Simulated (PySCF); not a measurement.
## Ionisation energy of Te²³⁺ by level of theory

Te²³⁺ [Ar] 3d10 4s1 [4s1/2^1, M_J = 1/2] → Te²⁴⁺ [Ar] 3d10, as a difference of total energies. Computed with PySCF 2.14 in an uncontracted even-tempered set (17 s from 1.7 bohr⁻², ratio 2.8; 13 p from 2.2 bohr⁻², ratio 2.8; 8 d from 3.8 bohr⁻², ratio 2.8; 4 f from 9.4 bohr⁻², ratio 3), with the two-component X2C-1e Hamiltonian. Correlated levels: [Ne] frozen; the 74 highest virtual spinors dropped. "Screened" scales the spin-orbit matrix elements by Boettger's factors to mimic the two-electron term; Breit and QED terms are absent.

```
                    method  ionisation energy (eV)
           GHF (spin-free)                  739.88
          GMP2 (spin-free)                  741.02
 GHF (screened spin-orbit)                  739.84
GMP2 (screened spin-orbit)                  740.98
```

Question: How much does correlation contribute at GMP2 (screened spin-orbit)?

Answer: 740.98 − (739.84) = 1.14 eV, measured against GHF (screened spin-orbit).

Breit and QED terms and the two-electron picture change are absent.

For comparison: 746.12 ± 0.25 eV (semi-empirical (NIST evaluation); NIST Atomic Spectra Database, ionization energies).
